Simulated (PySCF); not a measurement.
phosphorus nitride (NP), singlet, at a GFN2-xTB geometry, with bond 2-1 at 1.3 times its length. Base run: PBE/cc-pVDZ in PySCF.

Here is a job for PySCF.
```python
from pyscf import gto, scf, dft

mol = gto.Mole()
mol.atom = '''
    N    -0.000000   -0.000000   -0.994361
    P     0.000000    0.000000    0.901554
'''
mol.basis = 'cc-pvdz'
mol.charge = 0
mol.spin = 0
mol.verbose = 4
mol.build()

mf = dft.RKS(mol)
mf.xc = 'pbe'
mf.kernel()
mf.analyze()
```

The base run was repeated with changes; each row names its change, and settings that it needs were set with it.

| change | ΔE vs base (mEh) | SCF cycles | outcome |
|---|---|---|---|
| base | 0.000 | 12 | converged |
| level_shift = 0.3 (with mf.max_cycle = 100) | - | 34 | not converged |
| init_guess = huckel | 0.000 | 13 | converged |
| DIIS = ADIIS | 0.000 | 19 | converged |
| conv_tol = 1e-11 | 0.000 | 13 | converged |
| conv_tol_grad = 1e-7 | 0.000 | 13 | converged |
| solver = newton; init_guess = 1e | 0.000 | - | converged |
| conv_tol = 1e-4 | 0.001 | 9 | converged |
| level_shift = 1.0 (with mf.max_cycle = 100) | - | 33 | not converged |
| damp = 0.5; diis_start_cycle = 5 | 0.000 | 25 | converged |
| diis_space = 2 | - | 23 | not converged |
| conv_tol = 1e-7 | 0.001 | 10 | converged |
| diis_space = 20 | 0.000 | 12 | converged |
